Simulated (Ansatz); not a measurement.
`CCC(C)(CC(C)(CC(C)(C)C(=O)OCc1ccccc1)C(=O)OC(C)(C)C)C(=O)OCC1CO1`. The state is a triplet with charge 0. Geometry PBE-D4/def2-SVP, that of the neutral singlet; atoms count from 1.

```xyz
77

C    -4.878    0.895   -2.334
C    -3.409    1.025   -1.924
C    -2.955    0.071   -0.780
C    -3.707    0.363    0.528
C    -1.394    0.054   -0.619
C    -0.623    1.173    0.120
C    -1.074    2.598   -0.272
C     0.902    1.126   -0.252
C     1.783   -0.161   -0.158
C     1.739   -0.837    1.220
C     1.505   -1.201   -1.270
C     3.221    0.351   -0.376
O     4.117    0.311    0.449
O     3.374    0.871   -1.620
C     4.702    1.346   -1.967
C     5.556    0.233   -2.522
C     6.353   -0.558   -1.667
C     7.117   -1.613   -2.186
C     7.093   -1.893   -3.562
C     6.300   -1.113   -4.419
C     5.536   -0.057   -3.900
C    -0.763    0.989    1.648
O    -1.167   -0.023    2.198
O    -0.350    2.097    2.298
C    -0.370    2.196    3.772
C     0.586    1.163    4.378
C     0.137    3.619    4.018
C    -1.805    2.031    4.284
C    -3.233   -1.354   -1.291
O    -2.844   -1.786   -2.361
O    -3.934   -2.109   -0.409
C    -4.184   -3.466   -0.813
C    -4.915   -4.140    0.320
C    -4.180   -4.868    1.370
O    -4.856   -5.566    0.321
H    -5.114    1.597   -3.160
H    -5.571    1.127   -1.500
H    -5.115   -0.126   -2.700
H    -3.208    2.069   -1.619
H    -2.768    0.819   -2.806
H    -3.385   -0.316    1.336
H    -3.518    1.403    0.862
H    -4.799    0.246    0.394
H    -1.134   -0.891   -0.101
H    -0.982   -0.032   -1.644
H    -1.039    2.715   -1.373
H    -2.102    2.822    0.069
H    -0.404    3.353    0.179
H     0.980    1.496   -1.296
H     1.384    1.900    0.382
H     2.506   -1.634    1.277
H     0.747   -1.285    1.412
H     1.961   -0.116    2.029
H     2.315   -1.959   -1.291
H     1.463   -0.726   -2.269
H     0.555   -1.738   -1.095
H     4.524    2.128   -2.729
H     5.165    1.795   -1.066
H     6.351   -0.343   -0.588
H     7.737   -2.221   -1.510
H     7.694   -2.721   -3.968
H     6.279   -1.326   -5.499
H     4.916    0.556   -4.574
H     0.634    1.304    5.476
H     0.244    0.133    4.168
H     1.609    1.294    3.971
H    -0.535    4.361    3.545
H     0.180    3.826    5.106
H     1.153    3.750    3.596
H    -2.175    1.004    4.113
H    -2.481    2.747    3.775
H    -1.836    2.246    5.371
H    -4.782   -3.472   -1.749
H    -3.229   -3.989   -1.032
H    -5.903   -3.705    0.573
H    -3.073   -4.895    1.334
H    -4.623   -4.965    2.379
```

Single mean-field runs in def2-SVP are fitted with def2-universal-jkfit. At PBE0-D4/def2-SVP a singlet of charge 0 lies 4.14 eV below the triplet at the same geometry.

Estimate the Mulliken populations of the heavy atoms from the PBE0/def2-SVP orbitals of Ansatz.


| atom | charge (e) | spin (α − β) |
| --- | --- | --- |
| C1 | -0.07 | 0.00 |
| C2 | -0.03 | 0.00 |
| C3 | -0.43 | 0.00 |
| C4 | 0.07 | 0.00 |
| C5 | 0.11 | 0.00 |
| C6 | -0.39 | 0.00 |
| C7 | 0.03 | 0.00 |
| C8 | 0.07 | 0.00 |
| C9 | -0.43 | 0.00 |
| C10 | 0.05 | 0.00 |
| C11 | 0.02 | 0.00 |
| C12 | 0.31 | 0.00 |
| O13 | -0.25 | 0.01 |
| O14 | -0.35 | 0.03 |
| C15 | 0.25 | -0.04 |
| C16 | -0.14 | 0.71 |
| C17 | -0.02 | 0.67 |
| C18 | -0.02 | -0.33 |
| C19 | -0.03 | 0.72 |
| C20 | -0.02 | 0.61 |
| C21 | -0.01 | -0.31 |
| C22 | 0.35 | 0.00 |
| O23 | -0.27 | 0.00 |
| O24 | -0.35 | 0.00 |
| C25 | -0.14 | 0.00 |
| C26 | -0.02 | 0.00 |
| C27 | -0.01 | 0.00 |
| C28 | -0.02 | 0.00 |
| C29 | 0.32 | 0.00 |
| O30 | -0.27 | 0.00 |
| O31 | -0.34 | 0.00 |
| C32 | 0.24 | 0.00 |
| C33 | -0.04 | 0.00 |
| C34 | 0.12 | 0.00 |
| O35 | -0.35 | 0.00 |
Mulliken values and Mayer orders depend strongly on the basis.

Where does the spin sit?

Summed by element: C 2.03, O 0.04, H -0.07, of 2 unpaired in all. Largest on single atoms: C19 0.72, C16 0.71, C17 0.67.

And the Mayer bond orders between bonded heavy atoms (over 0.3)?

C1–C2 1.09 (1.53 Å); C2–C3 1.01 (1.56 Å); C3–C4 1.05 (1.54 Å); C3–C5 0.99 (1.57 Å); C3–C29 0.89 (1.54 Å); C5–C6 1.01 (1.55 Å); C6–C7 1.04 (1.55 Å); C6–C8 1.01 (1.57 Å); C6–C22 0.88 (1.55 Å); C8–C9 0.98 (1.56 Å); C9–C10 1.06 (1.53 Å); C9–C11 1.02 (1.55 Å); C9–C12 0.89 (1.54 Å); C12–O13 2.03 (1.22 Å); C12–O14 1.15 (1.36 Å); O14–C15 0.87 (1.45 Å); C15–C16 1.10 (1.51 Å); C16–C17 0.95 (1.41 Å); C16–C21 1.31 (1.41 Å); C17–C18 1.43 (1.40 Å); C18–C19 1.35 (1.40 Å); C19–C20 0.93 (1.40 Å); C20–C21 1.47 (1.40 Å); C22–O23 1.95 (1.22 Å); C22–O24 1.18 (1.35 Å); O24–C25 0.81 (1.48 Å); C25–C26 1.05 (1.53 Å); C25–C27 1.05 (1.53 Å); C25–C28 1.05 (1.53 Å); C29–O30 2.02 (1.22 Å); C29–O31 1.17 (1.36 Å); O31–C32 0.88 (1.44 Å); C32–C33 1.02 (1.51 Å); C33–C34 1.07 (1.47 Å); C33–O35 0.96 (1.43 Å); C34–O35 0.97 (1.43 Å).
